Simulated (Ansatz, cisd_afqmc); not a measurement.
Species: RbCl, charge 1, doublet. RbCl+ (parent SMILES [Cl][Rb], doublet).
B3LYP-D3(BJ)/def2-TZVP minimum from Ansatz (a first-principles code):
```xyz
2

Rb     0.0000     0.0000    -1.2282
Cl     0.0000     0.0000     2.6732
```
Charge +1, spin multiplicity 2.

Total energies in def2-SVP, 7 correlated electrons, 9 frozen orbitals. Open shells are spin-unrestricted; no spin-orbit coupling. Correlated methods leave the cores frozen (noble-gas shells, and filled d and f shells in the p block). Past Kr the def2 sets carry scalar-relativistic core potentials. AFQMC is phaseless with a CISD trial state; ± is one standard error, without the phaseless bias. Outlying blocks are dropped, and bars are widened where a walk drifts. Over all cases where full CI ran beside it in this data, AFQMC minus full CI had a median of +0.1 mEh and passed +0.4 mEh in a tenth of the cases. The spin of ClRb+ (parent SMILES [Cl][Rb], doublet) was assumed, and the state is the lowest solution found for it.

| method | program | energy (Eh) | minus CCSDTQ (mEh) |
|---|---|---|---|
| HF | Ansatz | -482.98834 | 127.74 |
| MP2 | Ansatz | -483.09792 | 18.17 |
| CCSD | Ansatz | -483.11466 | 1.43 |
| CCSD(T) | Ansatz | -483.11576 | 0.33 |
| CCSDT(Q) | Ansatz | -483.11607 | 0.01 |
| CCSDTQ | Ansatz | -483.11609 | 0.00 |
| AFQMC/CISD | cisd_afqmc | -483.1160 ± 0.0001 | 0.1 ± 0.1 |

Rough core times of Ansatz's runs on a shared machine: CCSD(T) under 20 s, CCSDT(Q) under 20 s, CCSDTQ 5 min.
